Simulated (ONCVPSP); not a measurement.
## Logarithmic derivatives: aluminium (Al), ONCV

ONCVPSP 4.0.1 input, shortened (lines: element, Z, core and valence counts, functional; n l f; lmax; l rc ep ncon nbas qcut; lloc lpopt rc5 dvloc0; l nproj debl; icmod fcfact rcfact), BLYP, scalar-relativistic:

```
  Al 13.00    3    2  -106131      upf
    1    0    2.00
    2    0    2.00
    2    1    6.00
    3    0    2.00
    3    1    1.00
    2
    0    1.90    0.00    3    8    3.90
    1    2.65    0.00    4    7    3.60
    2    2.35    0.31    5    9    3.80
    4    5    1.70    0.00
    0    2    1.50
    1    2    3.20
    2    2    3.20
    3    4.00    1.55
```

The phase is arctan(r·R′/R) of the radial function R(r), unwrapped; energies in Ha, scanned from -2 to 5 Ha. A pole is an energy at which the radial function vanishes at the test radius. The pseudo phase is shifted by a multiple of π to meet the all-electron one at the reference energy, and phase errors are pseudo minus all-electron; the curves can meet again beyond the range given. Levels narrower than the energy grid can be missing from the lists of poles.

Q: For each channel, where are the poles, and over which energies does the pseudopotential scatter like the atom?

A:

```json
{"channel": "s", "radius (bohr)": "1.93", "reference energy (Ha)": "-0.28", "poles, all-electron": "1.73", "poles, pseudo": "1.73, 4.33", "unbroken range about the reference energy with phases within 0.05 rad": "below 3.1", "phase error 1 Ha above the reference energy (rad)": "-0.000"}
{"channel": "p", "radius (bohr)": "2.69", "reference energy (Ha)": "-0.09", "poles, all-electron": "0.65, 3.78", "poles, pseudo": "0.65, 3.76", "unbroken range about the reference energy with phases within 0.05 rad": "below 1.6", "phase error 1 Ha above the reference energy (rad)": "-0.004"}
{"channel": "d", "radius (bohr)": "2.39", "reference energy (Ha)": "0.31", "poles, all-electron": "1.37, 4.71", "poles, pseudo": "1.37, 4.73", "unbroken range about the reference energy with phases within 0.05 rad": "the whole range", "phase error 1 Ha above the reference energy (rad)": "+0.000"}
```

Note: no bound ghost flagged; GHOST(+) flagged for s at 106.0 eV.

Phases in the p channel:

```tsv
E (Ha)	all-electron	pseudo
-1.98	1.322	1.321
-1.80	1.304	1.303
-1.62	1.282	1.281
-1.44	1.254	1.253
-1.26	1.218	1.216
-1.08	1.167	1.166
-0.90	1.093	1.091
-0.72	0.971	0.969
-0.54	0.745	0.743
-0.36	0.263	0.261
-0.18	-0.512	-0.513
0.00	-1.042	-1.042
0.18	-1.294	-1.295
0.36	-1.433	-1.434
0.54	-1.524	-1.526
0.72	-1.596	-1.599
0.90	-1.661	-1.665
1.08	-1.731	-1.737
1.26	-1.820	-1.830
1.44	-1.958	-1.978
1.62	-2.236	-2.279
1.80	-2.917	-3.009
1.98	-3.811	-3.861
2.16	-4.217	-4.234
2.34	-4.393	-4.399
2.52	-4.487	-4.490
2.70	-4.548	-4.549
2.88	-4.591	-4.591
3.06	-4.623	-4.623
3.24	-4.650	-4.650
3.42	-4.673	-4.673
3.60	-4.694	-4.695
3.78	-4.713	-4.715
3.96	-4.731	-4.735
4.14	-4.750	-4.757
4.32	-4.770	-4.782
4.50	-4.793	-4.813
4.68	-4.819	-4.856
4.86	-4.853	-4.926
```
